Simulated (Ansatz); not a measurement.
Calculated with Ansatz (gas phase, PBE0-D4/def2-TZVP geometries, no zero-point term in ΔE). CCSD(T)/CBS adds triple-zeta CCSD(T) − MP2 to the extrapolated MP2 energy (def2 sets, frozen cores). Elements past krypton have def2 core potentials. For Sn outer-core shells are correlated without core-valence functions, which leaves a few kJ/mol of doubt a bond. One conformer a species, not always the lowest.

Consider the formal exchange of groups at the Si–S bond: `C[SiH2]S[SiH](Cl)Cl` + `[SH][SnH3]` → `C[SiH2][SnH2][SH]` + `S[SiH](Cl)Cl`.

`C[SiH2]S[SiH](Cl)Cl`:

```xyz
12

C    -1.686    0.107   -0.275
Si   -0.580   -1.279    0.285
S     1.118   -0.602    1.442
Si    1.967    0.856    0.191
Cl    1.952    0.290   -1.776
Cl    0.989    2.651    0.309
H    -1.994    0.725    0.570
H    -1.187    0.745   -1.006
H    -2.580   -0.315   -0.743
H    -1.268   -2.171    1.252
H    -0.092   -2.083   -0.861
H     3.362    1.076    0.611
```

`[SH][SnH3]`:

Z-matrix (Å, degrees):
```
Sn
S 1 2.406
H 1 1.706 2 109.4
H 1 1.701 2 104.7 3 119.6
H 1 1.706 2 109.5 3 -120.9
H 2 1.343 1 93.9 3 59.9
```

`C[SiH2][SnH2][SH]`:

Cartesian coordinates in Å:
```
C 1.185 -0.676 1.355
Si 0.903 0.743 0.167
Sn -1.509 0.663 -0.698
S -1.846 -1.581 -1.548
H 0.920 -1.623 0.880
H 2.231 -0.721 1.664
H 0.568 -0.561 2.249
H 1.796 0.628 -1.020
H 1.171 2.058 0.814
H -2.700 0.789 0.520
H -1.875 1.773 -1.947
H -0.843 -1.491 -2.437
```

`S[SiH](Cl)Cl`:

```xyz
6

S     1.570    0.531    0.472
Si   -0.419    0.097   -0.092
Cl   -1.139    1.802   -0.941
Cl   -0.515   -1.443   -1.428
H     1.781   -0.712    0.942
H    -1.279   -0.275    1.046
```

| species | HF/def2-TZVPP energy (Eh) |
| --- | --- |
| `C[SiH2]S[SiH](Cl)Cl` | -1936.01293 |
| `[SH][SnH3]` | -613.22795 |
| `C[SiH2][SnH2][SH]` | -942.40757 |
| `S[SiH](Cl)Cl` | -1606.81763 |

Task: Work out ΔE.

Result: ΔE = (-942.40757) + (-1606.81763) − (-1936.01293) − (-613.22795) = 0.01568 Eh = +9.8 kcal/mol. CCSD(T)/CBS gives +9.2 kcal/mol.

Largest T1 diagnostic among the species: 0.012.

From PBE to PBE0 (25 % exact exchange), in def2-TZVPP and without D4, ΔE moves by +1.0 kcal/mol. The D4 term adds +2.4 kcal/mol with B3LYP and +1.3 kcal/mol with PBE0; it sums over pairs of atoms, weighted by their polarisabilities, and B3LYP, whose exchange is more repulsive, gets the larger term.

B3LYP here is the variant with VWN-RPA as its local correlation; programs differ in this.
